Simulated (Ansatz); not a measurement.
Ideal-gas functions of `[NH2][SnH][F]` radical at 800 K and 1 bar, from an Ansatz frequency run at PBE0-D4/def2-TZVP.

Molar mass 154.74 g/mol, point group C1 (symmetry number 1), electronic degeneracy 2, moments of inertia 50.974, 84.655, 130.245 u Å². Harmonic wavenumbers (cm⁻¹, unscaled): 133, 203, 472, 494, 545, 594, 624, 782, 1554, 1738, 3530, 3632.

Use S(trans) = R[1.5 ln M + 2.5 ln T − 1.1517]; rotational temperatures θ = 24.2544 K / I; S(rot) = R[ln(√π/σ · √(T³/θAθBθC)) + 1.5]; for each mode x = 1.438777 ν̃/T, S = R[x/(eˣ − 1) − ln(1 − e⁻ˣ)] and H = RT x/(eˣ − 1); 1 cm⁻¹ = 0.0119627 kJ/mol; R = 8.31446 J/(mol·K).

Question: By hand: the entropy, in J/(mol·K).

Answer: Translation 192.3. Rotation: θ = 0.4758, 0.2865, 0.1862 K, giving 115.9. Vibration, mode by mode: 20.23, 16.74, 9.92, 9.57, 8.81, 8.15, 7.78, 6.13, 2.04, 1.57, 0.11, 0.09, in all 91.1. Electronic 5.8. Sum 405.1 J/(mol·K).

Question: By hand: H − E and G − E in kJ/mol, counted from the electronic energy.

Answer: Zero-point energy ½ × 14301 × 0.0119627 = 85.5; thermal vibration 36.3; translation, rotation and pV give 4 RT = 26.6. H − E = 148.4 kJ/mol, and G − E = 148.4 − 800 × 405.1/1000 = -175.7 kJ/mol.

Vibration gives 22 % of the entropy, 20.2 J/(mol·K) of it from the mode under 150 cm⁻¹: soft modes count most, and the harmonic formula is weakest for them. The sum counts one conformer and one mirror image; others add a mixing term.
